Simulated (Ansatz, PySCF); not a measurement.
C2H6OSn, SMILES C=[CH][SnH2][OH].

Coordinates come from a PBE0-D3(BJ)/def2-SVP optimisation. The structure was generated by enumeration; whether it is a known compound was not checked. The def2 effective core potentials stand for the cores of Sn; spin–orbit coupling is left out. Other conformers were not sampled.

Vertical ionisation energy (IE) and electron affinity (EA) in eV. Rows of orbital energies are one-electron estimates. Where ΔSCF, EOM or ADC give a negative EA the extra electron is unbound and the value depends on the basis.

```json
[
 {"level": "−ε(HOMO), −ε(LUMO), M06-2X/def2-TZVP (PySCF)", "IE": "(withheld)", "EA": "(withheld)"},
 {"level": "−ε(HOMO), −ε(LUMO), PBE/def2-TZVP (PySCF)", "IE": "6.39", "EA": "1.82"},
 {"level": "ΔSCF, PBE0/def2-SVPD (Ansatz), final states of multiplicity 2 and 2", "IE": "9.95", "EA": "-0.64"},
 {"level": "ΔSCF, PBE/def2-SVPD (Ansatz), final states of multiplicity 2 and 2", "IE": "9.53", "EA": "-0.47"}
]
```

Question: Some entries are withheld; supply them. (An estimate is asked for; the answer gives what the named calculation found.)

Answer: 
- −ε(HOMO), −ε(LUMO), M06-2X/def2-TZVP (PySCF), IE: 9.32
- −ε(HOMO), −ε(LUMO), M06-2X/def2-TZVP (PySCF), EA: 0.12

Question: What vertical singlet–triplet gap does ΔSCF give with PBE0/def2-SVPD (Ansatz, an electronic-structure program) and with PBE/def2-SVPD (Ansatz)? (The exact figures need the calculation; the answer reports its results.)

Answer: 4.15 and 4.30 eV (triplet above singlet where positive).
